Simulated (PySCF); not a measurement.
# How the method changes the shape and vibrations of Al2FH2O anion

All numbers below are calculated, not measured. They come from PySCF 2.14.0, an open-source quantum chemistry program, on an isolated molecule that a program drew, which may never have been made. The molecule is Al2FH2O anion (charge -1, singlet), drawn as the SMILES string `[O]=[Al][AlH2-][F]`.

The geometry was optimised and harmonic frequencies were computed with HF and MP2, all in the aug-cc-pV(D+d)Z basis, for the commonest isotopes, with a restricted reference for singlets and an unrestricted one otherwise, and a frozen core in MP2. Each result is a local minimum of its method.

Geometry at the HF minimum:
```xyz
6
Al2FH2O anion, angstrom
O     1.9059   -2.9457    1.1038
Al    0.7302   -1.8632    1.1739
Al   -1.2722   -0.0014    1.3620
F    -1.8957    0.1428   -0.2024
H    -0.5790    1.3652    1.8546
H    -2.3607   -0.6045    2.3830
```

Lengths of the bonds as drawn, in Å (atoms numbered as above):
```
bond,HF,MP2
O1-Al2,1.600,1.659
Al2-Al3,2.741,2.722
Al3-F4,1.690,1.724
Al3-H5,1.610,1.609
Al3-H6,1.610,1.609
```

Rotational constants, in GHz:
```
constant     HF    MP2
       A  14.85  14.38
       B  1.547  1.531
       C   1.43  1.412
```

Harmonic frequencies in cm^-1, each column in rising order, so a row needn't be the same motion in every method:
```
rank    HF   MP2
   1    99    88
   2   138   118
   3   192   171
   4   254   252
   5   436   413
   6   599   568
   7   726   679
   8   746   706
   9   821   784
  10  1115     ?
  11  1816  1811
  12  1853  1834
```

**Estimate the missing MP2 frequency from the HF column.**

A single factor s that minimises the squared misfit of MP2 against s times HF over the other rows is sum(HF x MP2) / sum(HF^2) = 0.9808, with an rms misfit of 21 cm^-1. For rank 10 it gives 0.9808 x 1115 = 1094 cm^-1. The calculation gives 950 cm^-1, 144 cm^-1 below the estimate. The drawn bonds are on average 1.0 % longer in MP2 than in HF.
